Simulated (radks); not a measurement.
Spherical jellium clusters: N electrons in a uniform positive sphere of charge N and radius rs N^(1/3), rs = 2.02 bohr. Calculated with a radial shooting solver with Libxc functionals: non-relativistic Kohn-Sham, LDA (Slater exchange, Perdew-Wang correlation), spin-polarised, spherical densities. Levels are named by radial order and angular momentum (1s, 1p, 1d, 2s, ...), and open shells are averaged over m.

N = 27, configuration 1s2 1p6 1d10 2s2 1f(up 7, down 0). This is the lowest configuration that the search found. Occupied and some empty levels:

level,occupation,eigenvalue (eV),<r> (bohr)
1s up,1,-13.199,3.547
1s down,1,-12.773,3.400
1p up,3,-10.403,4.374
1p down,3,-9.7403,4.288
1d up,5,-7.1529,5.010
1d down,5,-6.3648,4.983
2s up,1,-6.2552,4.480
2s down,1,-5.7447,4.557
1f up,7,-3.6070,5.662
1f down,0,-2.7934,5.726
2p up,0,-2.7789,5.942
2p down,0,-2.3220,6.119
2d up,0,-0.35434,9.164
2d down,0,-0.10121,10.45
1g up,0,-0.056089,6.807

Energy (eV): total -1.97266, kinetic 162.69, external -3782.6, Hartree 1827.5, exchange-correlation -173.68, background 1964.1.

Electron density:

r (bohr),n(r) (e/bohr^3)
0.205,0.03572
0.720,0.03372
1.23,0.03043
1.75,0.02738
2.26,0.02591
2.78,0.02644
3.29,0.02821
3.81,0.02959
4.32,0.02890
4.84,0.02534
5.35,0.01948
5.87,0.01305
6.38,0.007768
6.90,0.004292
7.41,0.002265
7.93,0.001164
8.44,0.0005889
8.96,0.0002951
9.47,0.0001472
9.98,0.00007327
